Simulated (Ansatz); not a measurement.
tert-butylarsine (C4H11As), singlet, geometry from GFN2-xTB. Base run: PBE0/STO-3G run with Ansatz (a quantum-chemistry and plane-wave program).

Here is a job for Ansatz.
Ansatz 0.2 input:
```yaml
crystal:
  periodic: [false, false, false]
  atoms:
    - {symbol: C, position_ang: [-0.83316122, 1.27658107, 1.24304788]}
    - {symbol: C, position_ang: [-0.73344256, 0.02351481, 0.38238815]}
    - {symbol: C, position_ang: [-0.87008621, -1.21851579, 1.25927285]}
    - {symbol: C, position_ang: [-1.83703839, 0.03118536, -0.67224718]}
    - {symbol: As, position_ang: [1.04249619, -0.07969482, -0.57345441]}
    - {symbol: H, position_ang: [-1.79691596, 1.31804641, 1.75234834]}
    - {symbol: H, position_ang: [-0.73318524, 2.17315849, 0.63040051]}
    - {symbol: H, position_ang: [-0.04778167, 1.28733430, 1.99951757]}
    - {symbol: H, position_ang: [-0.79786018, -2.12403746, 0.65387815]}
    - {symbol: H, position_ang: [-1.83096123, -1.22802419, 1.77463380]}
    - {symbol: H, position_ang: [-0.07828299, -1.24420087, 2.00985401]}
    - {symbol: H, position_ang: [-1.77479274, -0.86143756, -1.29757801]}
    - {symbol: H, position_ang: [-1.74317674, 0.90752870, -1.31582814]}
    - {symbol: H, position_ang: [-2.82219543, 0.05305933, -0.20539039]}
    - {symbol: H, position_ang: [1.02361566, 1.36449750, -0.99321368]}
    - {symbol: H, position_ang: [1.84153244, 0.30741159, 0.64060304]}
basis:
  gaussian:
    orbitals: STO-3G
hamiltonian:
  xc: pbe0
```

The base run was repeated with changes; each row names its change, and settings that it needs were set with it.

```
change                                         E (Eh)
----------------------------------------  -----------
base                                      -2367.38008
functional = b3lyp; dispersion = d3bj     -2367.78684
functional = BHLYP                                ___
functional = b3lyp5                       -2367.50156
functional = blyp                         -2367.51622
functional = B97M-V                       -2367.60817
functional = b3lyp; dispersion = d3bjatm  -2367.78679
functional = b3lyp                        -2367.76091
functional = wB97M-V                      -2367.80946
functional = lc_wpbe                              ___
functional = wB97X                                ___
functional = cam_b3lyp                    -2367.71396
functional = pbe; dispersion = d4                 ___
```

Task: What belongs in the gaps?

Result: 
- functional = BHLYP, E (Eh): -2367.76375
- functional = lc_wpbe, E (Eh): -2367.35949
- functional = wB97X, E (Eh): -2367.82051
- functional = pbe; dispersion = d4, E (Eh): -2367.14265

Absolute energies of different levels of theory aren't comparable as measures of quality.
